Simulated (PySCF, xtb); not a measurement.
IrO₄, SMILES [O]=[Ir+]1(=[O])[O][O]1, charge +1, multiplicity 1.

Harmonic wavenumbers (cm⁻¹) from GFN2-xTB (xtb) at its own minimum, in rising order: 131, 245, 283, 346, 499, 563, 875, 923, 1278.

**Question.** What does PBE-D3(BJ)/def2-SVP in PySCF 2.14.0 give at its own minimum? (Estimate from the structure and the level; the computed values follow.)

**Answer.** 194, 233, 276, 345, 531, 605, 960, 987, 1000. Paired by order, the mean absolute difference is 65 cm⁻¹ and the zero-point energies are 7.4 and 7.3 kcal/mol.
